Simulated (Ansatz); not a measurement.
Relaxation of CH$_{4}$B$_{2}$ClSSb (10 atoms, charge 0, multiplicity 1), to a largest force component of 0.02 eV/Å in at most 50 steps.

Computed with Ansatz, RKS PBE-D4/def2-SVP.

```xyz
10
Properties=species:S:1:pos:R:3:forces:R:3
B -1.023 -2.179 -0.267 -0.74 1.81 -1.10
B -0.102 -0.798 -0.307 1.95 1.46 0.89
S 1.494 -0.304 0.582 -0.88 -1.46 -0.42
C 1.395 1.446 0.157 -2.58 0.04 2.65
Sb -0.375 1.296 -1.094 -0.92 0.55 -0.85
Cl -1.873 1.817 0.738 -0.14 0.00 0.04
H -2.080 -2.118 -0.841 -0.29 -0.28 -0.09
H -0.693 -3.081 0.306 0.62 -2.43 1.33
H 1.134 2.067 1.107 0.53 -0.71 -1.35
H 2.206 1.803 -0.379 2.46 1.02 -1.10
```

Task: Where does it end, and by what steps?

Result: The run converged. After 17 steps the energy has fallen by 0.992 eV; H8 moved furthest, 1.45 Å.

```csv
step,energy less start (eV),largest force component (eV/Å),accepted
0,0.0000,2.652,yes
1,-0.3969,1.458,yes
2,-0.5049,0.786,yes
3,-0.5369,1.094,yes
4,-0.6695,0.559,yes
5,-0.7498,0.523,yes
6,-0.8238,0.291,yes
7,-0.8763,0.473,yes
8,-0.8951,0.590,yes
9,-0.9583,0.102,yes
10,-0.9637,0.464,yes
11,-0.9766,0.251,yes
12,-0.9856,0.301,yes
13,-0.9898,0.103,yes
14,-0.9908,0.062,yes
15,-0.9913,0.049,yes
16,-0.9914,0.024,yes
17,-0.9915,0.015,yes
```

```xyz
10
Properties=species:S:1:pos:R:3
B -0.977 -2.119 -0.183
B 0.065 -0.903 0.059
S 1.527 -0.300 0.865
C 1.361 1.424 0.239
Sb -0.276 1.021 -1.240
Cl -2.036 1.997 0.084
H -2.022 -2.193 0.443
H -0.845 -2.884 -1.125
H 0.979 2.088 1.037
H 2.308 1.819 -0.177
```

Whether the end is a true minimum wasn't checked by a vibrational analysis.

The run took 44 s on 2 threads of Intel(R) Xeon(R) Platinum 8488C (Sapphire Rapids) (shared host), peak memory 0.2 GiB.
